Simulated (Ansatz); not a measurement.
Computed with Ansatz on PBE0-D4/def2-TZVP structures; ΔE is electronic, products minus reactants. CBS: MP2 limit from def2 TZ/QZ plus the TZ coupled-cluster correction, frozen cores. DFT in def2-TZVPP. For Br outer-core shells are correlated without core-valence functions, which leaves a few kJ/mol of doubt a bond. Scalar relativity is left out up to krypton. Each species was taken in one conformer, which may not be the lowest.

`N=C[SiH](O)Br` + `BB` → `BB[SiH](O)C=N` + HBr  (formal exchange of groups at the Si–Br bond)

CCSD(T)/CBS gives +102.6 kJ/mol.

Another level gave +100.3 kJ/mol. Which?
A. ωB97X-V/def2-TZVPP
B. MP2/def2-TZVPP
C. HF/def2-TZVPP
D. PBE-D4/def2-TZVPP

A. ωB97X-V 100.3, MP2/def2-TZVPP 108.5, HF/def2-TZVPP 121.2, PBE-D4 84.7 kJ/mol.

Largest T1 diagnostic among the species: 0.014.

From PBE to PBE0 (25 % exact exchange), in def2-TZVPP and without D4, ΔE moves by +8.0 kJ/mol. In def2-TZVPP, CCSD(T) changes the Hartree–Fock value by −23.6 kJ/mol (the triples alone add −2.5 kJ/mol) and MP2 by −12.6 kJ/mol.

CCSD(T)/CBS has its own doubt, a few kJ/mol and more with outer-core shells, so smaller differences from it don't rank the levels.
